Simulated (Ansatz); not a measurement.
C₂H₉FInP, SMILES `[CH3][In-]([CH3])([F])[PH3+]`. Total charge 0; spin multiplicity 1. In: def2 effective core potential.

```xyz
14

C     0.637   -2.267   -0.052
In   -0.036   -0.316   -0.624
C    -1.798    0.636   -1.384
F     1.568    0.825   -1.068
P     0.659    1.283    1.591
H     0.479   -2.981   -0.862
H     1.703   -2.218    0.172
H     0.099   -2.621    0.829
H    -1.558    1.671   -1.629
H    -2.150    0.131   -2.284
H    -2.599    0.618   -0.643
H     0.739    2.622    1.165
H     2.025    1.085    1.869
H     0.230    1.531    2.918
```

(1) List the harmonic frequencies (cm⁻¹, unscaled) at PBE0-D4/def2-TZVP in Ansatz. (Best estimate.)

(2) Is this a minimum?

(3) Give the ideal-gas thermochemistry at 298.15 K and 1 bar (rigid rotor, harmonic oscillator; point group Cs, symmetry number 1).

Answers

(1) Ansatz gave: 54, 55, 63, 81, 104, 122, 130, 146, 159, 290, 342, 490, 506, 535, 679, 693, 723, 741, 982, 1112, 1122, 1191, 1193, 1449, 1452, 1452, 1456, 2434, 2487, 2499, 3061, 3062, 3152, 3152, 3163, 3163.

(2) Yes, all 36 modes are real.

(3) Zero-point energy 260.2 kJ/mol; H(298) − E = 292.8 kJ/mol; entropy 454.9 J/(mol·K), of which translation 174.8, rotation 119.8, vibration 160.3; G(298) − E = 157.1 kJ/mol. Modes under 100 cm⁻¹ are hindered rotations or soft bends, so the harmonic entropy is rough.
